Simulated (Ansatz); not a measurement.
C₂H₃AlO₂, SMILES `C#[C][Al]([OH])[OH]` at its PBE0-D4/def2-TZVP geometry, where that method's forces vanish. Total charge 0; spin multiplicity 1.

```xyz
8

C    -2.3873   -0.1388    0.5441
C    -1.2268   -0.0820    0.2093
Al    0.6065    0.0159   -0.2587
O     1.8050    0.3203    0.8924
O     1.0455   -0.2082   -1.8692
H    -3.4135   -0.1906    0.8307
H     1.6183    0.4551    1.8196
H     1.9524   -0.1717   -2.1682
```

What forces (eV/Å) does PBE-D4/def2-TZVPP give on these atoms in Ansatz 0.2.0? (An estimate is asked.)

Ansatz gave: 
```
C1  -0.848 -0.041  0.246
C2   0.926  0.040 -0.298
Al3 -0.298 -0.010  0.113
O4   0.400  0.015 -0.143
O5  -0.320 -0.074 -0.265
H6  -0.207 -0.010  0.060
H7  -0.082  0.066  0.447
H8   0.429  0.014 -0.160
```
